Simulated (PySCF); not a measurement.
Isomers of C3H14Si3, mass 134.040 u with the commonest isotopes. The calculation used PBE0-D3(BJ)/def2-SVP geometry optimisation, gas phase (PySCF 2.14.0). One conformer each, none proved a minimum here; rigid rotors.

Task: Order these by dipole moment, smallest first.
A. `[SiH3:1][CH2:2][CH:3]([SiH3:4])[CH2:5][SiH3:6]` with Si1–C2–C3–Si4 -175°, C2–C3–C5–Si6 60°
B. `[CH3:1][CH2:2][CH2:3][SiH:4]([SiH3:5])[SiH3:6]` with C1–C2–C3–Si4 59°, C2–C3–Si4–Si5 -77°
C. `CCC([SiH3])([SiH3])[SiH3]`

Result: A (0.65 D), C (1.03 D), B (1.29 D).

Task: Order these by rotational constant A, smallest first.
A. `[CH3:1][CH2:2][CH2:3][SiH:4]([SiH3:5])[SiH3:6]` with C1–C2–C3–Si4 59°, C2–C3–Si4–Si5 -77°
B. `[SiH3:1][CH2:2][CH:3]([SiH3:4])[CH2:5][SiH3:6]` with Si1–C2–C3–Si4 -175°, C2–C3–C5–Si6 60°
C. `CCC([SiH3])([SiH3])[SiH3]`

Result: A (1508 MHz), C (1691 MHz), B (1756 MHz).

Task: Order these by rotational constant B, largest first.
A. `CCC([SiH3])([SiH3])[SiH3]`
B. `[CH3:1][CH2:2][CH2:3][SiH:4]([SiH3:5])[SiH3:6]` with C1–C2–C3–Si4 59°, C2–C3–Si4–Si5 -77°
C. `[SiH3:1][CH2:2][CH:3]([SiH3:4])[CH2:5][SiH3:6]` with Si1–C2–C3–Si4 -175°, C2–C3–C5–Si6 60°

Result: A (1429 MHz), B (1388 MHz), C (1228 MHz).

```tsv
SMILES	point group	Ia (u·Å²)	Ib (u·Å²)	Ic (u·Å²)	κ	μa (D)	μb (D)	μc (D)
CCC([SiH3])([SiH3])[SiH3]	Cs	298.82	353.61	387.10	-0.36	0.75	0.00	0.70
[SiH3]CC([SiH3])C[SiH3]	C1	287.83	411.65	619.62	-0.12	0.13	0.40	0.50
CCC[SiH]([SiH3])[SiH3]	C1	335.18	364.14	526.89	0.56	1.24	0.05	0.35
```
